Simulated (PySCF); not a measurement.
## How methods differ on the ionisation energy of Co

Co [Ar] 3d7 4s2 (4F) → Co⁺ [Ar] 3d8 (3F), as a difference of total energies. Calculation: PySCF 2.14, in def2-SVP (5s3p2d1f, 31 functions); the non-relativistic Hamiltonian (point nucleus). Correlated levels: valence: [Ar] frozen. The calculations carry no spin-orbit coupling.

```tsv
method	ionisation energy (eV)	difference from reference (eV)
UHF	8.178	+0.309
MN15	6.967	-0.902
M06-2X	8.190	+0.321
MP2 (valence)	7.216	-0.653
SCS-MP2 (valence)	7.370	-0.499
```

Reference: 7.869 eV (measured; NIST levels, between the centres of gravity of the two terms).

These non-relativistic numbers lack the scalar-relativistic shift.

Errors of the correlated levels include the incompleteness of this basis and the frozen core.

MP2 underrates the near-degeneracy of ns² with np² in the lower species.
